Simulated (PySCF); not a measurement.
As2BH5, SMILES [AsH2]B[AsH2].

Geometry optimised at B3LYP-D3(BJ)/def2-SVP. This is a generated structure with no PubChem entry under its InChIKey; it may be hypothetical.

Two levels are set side by side: PBE/def2-TZVPD (PySCF) and r2SCAN/def2-TZVPD (PySCF). Same geometry, gas phase. Differences are taken from unrounded values.

```tsv
quantity	PBE
orbital gap (eV)	3.46
highest occupied level (eV)	-6.35
lowest empty level (eV)	-2.89
mean polarisability (bohr³)	89.7
```

### Question
These are the PBE values. What does r2SCAN give? (Estimate from the structure and the level; the computed values follow.)

### Answer

```tsv
quantity	r2SCAN	PBE minus r2SCAN
orbital gap (eV)	3.95	-0.49
highest occupied level (eV)	-6.59	0.24
lowest empty level (eV)	-2.64	-0.25
mean polarisability (bohr³)	86.7	2.9
```

Rough cost on one machine, each run with all the roots and properties that it gave: r2SCAN against PBE about 3 times.
